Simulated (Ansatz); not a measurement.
Cl3In, charge +1, doublet, geometry from GFN2-xTB (such geometries of metal compounds can be far from the true shape) (a state made from the parent by changing its charge; the spin is typed, not shown lowest) (core potentials on In); Ansatz (an electronic-structure program) with BLYP-D4/def2-SV(P).

Input for Ansatz:
Ansatz 0.2 input:
```yaml
crystal:
  periodic: [false, false, false]
  atoms:
    - {symbol: In, position_ang: [-0.00000000, -0.00000000, -0.00000000]}
    - {symbol: Cl, position_ang: [2.29165336, -0.20818506, -0.44925316]}
    - {symbol: Cl, position_ang: [-0.92222567, -1.03274104, 1.89203338]}
    - {symbol: Cl, position_ang: [-1.36942769, 1.24092610, -1.44278022]}
basis:
  gaussian:
    orbitals: def2-SV_P_.json
hamiltonian:
  xc: blyp
  dispersion: d4
total_charge: 1
magnetization: {spin_polarized: true, initial_magnetization: 1}
```
The basis file holds def2-SV(P) in the JSON format of the Basis Set Exchange.

What the program printed (banner, timings and long lists left out):

```
Functional definition: BLYP
901 factors; their error is unknown
mean field evaluation 1: about -42718.9716 eV, gradient 2.4e1 eV
mean field evaluation 2: about -42712.1370 eV, gradient 4.1e1 eV
mean field evaluation 4: about -42719.3922 eV, gradient 1.5e1 eV
mean field evaluation 8: about -42721.7825 eV, gradient 5.6e0 eV
mean field evaluation 16: about -42721.0209 eV, gradient 8.8e0 eV
mean field evaluation 32: about -42721.8026 eV, gradient 1.9e-4 eV
mean field evaluation 64: about -42721.8891 eV, gradient 3.0e-1 eV
mean field evaluation 96: about -42721.7008 eV, gradient 1.7e0 eV
mean field evaluation 128: about -42721.8392 eV, gradient 1.4e0 eV
mean field evaluation 160: about -42721.9202 eV, gradient 1.7e-1 eV
mean field -42721.93969685 eV, -1570.0023258884 hartree, gradient 8.4e-6 eV, S^2 0.751346; 12 other end points of the search recorded, 0 dependent functions left out
reference -42721.94002368 eV, -1570.0023378994 hartree; 36, 35 occupied and 44, 45 virtual orbitals, 901 factors
Total energy: -42722.19167636 eV, -1570.0115859647 hartree
```
